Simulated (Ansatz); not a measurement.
Basis-set extrapolation for CH$_{7}$ClSi$_{3}$ (PBE0-D4/def2-TZVP geometry, frozen core, Ansatz 0.2.0). Multiplicity 1, RHF reference.

```json
{"": "HF", "def2-TZVPP": "-1368.317072", "def2-QZVPP": "-1368.358204"}
{"": "MP2 correlation", "def2-TZVPP": "-0.721394", "def2-QZVPP": "-0.778404"}
{"": "CCSD(T) correlation", "def2-TZVPP": "-0.830294", "def2-QZVPP": "not run"}
```

Energies in hartree. Use E(X) = E(∞) + A·exp(−7.88·√X) for Hartree–Fock and E(X) = E(∞) + B·X^(−2.97) for correlation, with X = 3 and 4, and add CCSD(T) minus MP2 of the smaller set to the MP2 limit.

Question: What is the CCSD(T) energy at the basis-set limit?

Answer: HF limit: -1368.358204 + (-0.041132) × 0.13774 = -1368.36387. MP2 limit: -0.778404 + (-0.057010) × 0.74074 = -0.82063. Higher-order term: -0.830294 − (-0.721394) = -0.10890. Total: -1369.29340 hartree, 383.4 kJ/mol below CCSD(T)/def2-TZVPP.
